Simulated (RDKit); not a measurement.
RDKit input (UFF):

```python
from rdkit import Chem
from rdkit.Chem import AllChem, rdDetermineBonds

mol = Chem.MolFromXYZFile('mol.xyz')
rdDetermineBonds.DetermineBonds(mol, charge=0)
print('SMILES', Chem.MolToSmiles(Chem.RemoveHs(mol)))
ff = AllChem.UFFGetMoleculeForceField(mol)
e0 = ff.CalcEnergy()
flag = ff.Minimize(maxIts=5000, forceTol=1e-5)
print(f'energy {e0:.4f} -> {ff.CalcEnergy():.4f} kcal/mol, converged: {flag == 0}')
print(Chem.MolToXYZBlock(mol))
```
mol.xyz:
```
16

Se     1.43267800     0.84148600    -0.15596500
C     -0.00331900    -0.48646800     0.12717700
C     -0.90585300    -0.74837200    -1.07423400
C     -2.11878700    -1.45485200    -0.44647400
C     -2.24919800    -0.85747300     0.98143800
C     -0.97554800    -0.00791300     1.20799800
H      2.13457600     0.06330100    -1.19028900
H      0.48246500    -1.40995100     0.44383000
H     -1.20055800     0.20637800    -1.51601600
H     -0.41876100    -1.33640200    -1.85259100
H     -1.93387700    -2.52910900    -0.38867000
H     -3.02362400    -1.31946800    -1.03898800
H     -2.32539600    -1.65098100     1.72516600
H     -3.14552400    -0.24536800     1.08092900
H     -0.56630700    -0.10931900     2.21262800
H     -1.19782100     1.05087200     1.05138500
```

Output:

```
SMILES [SeH]C1CCCC1
energy 16.4639 -> 11.0183 kcal/mol, converged: True
16

Se     1.275184    0.983402   -0.255429
C      0.013248   -0.447803    0.162741
C     -0.834995   -0.826469   -1.039183
C     -2.135177   -1.374510   -0.463522
C     -2.225939   -0.873188    0.978023
C     -0.983741   -0.027201    1.228154
H      2.005105    0.083226   -1.264671
H      0.576934   -1.340230    0.515340
H     -1.056558    0.075531   -1.651721
H     -0.320523   -1.581157   -1.672814
H     -2.115296   -2.486605   -0.476754
H     -3.005130   -1.025084   -1.061448
H     -2.241120   -1.737263    1.678391
H     -3.147541   -0.270638    1.132889
H     -0.576553   -0.193872    2.249008
H     -1.242754    1.048220    1.108316
```

The geometry given is a B3LYP-D3(BJ)/def2-TZVP minimum.
